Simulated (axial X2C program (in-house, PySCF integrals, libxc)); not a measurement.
## Photoelectron levels of InS⁻ by EOM-IP-CCSD

Calculated with an axial X2C code built on PySCF integrals: two-component X2C with atomic mean-field Coulomb and Gaunt terms, Gaussian nuclei, basis In dyall-acv3z, S dyall-av3z with contracted cores.

R = 2.232 Å (0.960 times 2.325 Å, the PBE0 minimum at charge -1 for the lowest determinant).

Vertical detachment energies of InS⁻ to the states of InS:

```
Ω of InS  vertical detachment energy (eV)  above lowest (cm⁻¹)                  ionised spinor  one-hole weight
     1/2                            2.602                    0  35% S pσ, 34% In pσ, 23% In sσ             0.95
     3/2                            3.107                 4074   77% S pπ, 11% In pπ, 7% In dπ             0.92
     1/2                            3.160                 4501   77% S pπ, 12% In pπ, 6% In dπ             0.92
     1/2                            6.274                29613             45% S pσ, 42% In sσ             0.87
```

Q: Take the first Ω = 1/2 and Ω = 3/2 rows of π character: how far apart are they, and which lies lower?

A: E(3/2) − E(1/2) = 4074 − 4501 = -427 cm⁻¹ at EOM-IP-CCSD: inverted, Ω = 3/2 lower. Splittings at this level can be off by ten to twenty per cent.

This point took 22 s on 1 thread of Intel(R) Xeon(R) 6975P-C (Granite Rapids) (shared host).

Reference electrons by ω block (each with its −ω partner): 1/2: 22, 3/2: 9, 5/2: 2. 20 electrons of InS⁻ correlated (inner shells frozen), 82 natural virtual spinors (a truncated set); levels can be off by some tenths of an eV. Roots sought by Ω: (1/2: 4, 3/2: 3, 5/2: 1); the list ends where they run out and leaves out roots under 60 % one-particle weight. The solver can skip a root, and states that need a further excitation, which the method places far too high, are missing though they may lie low or lowest. T1 of the reference 0.017 (Lee–Taylor). Number of frozen shells: In 4 s, 3 p, 1 d; S 2 s, 1 p.
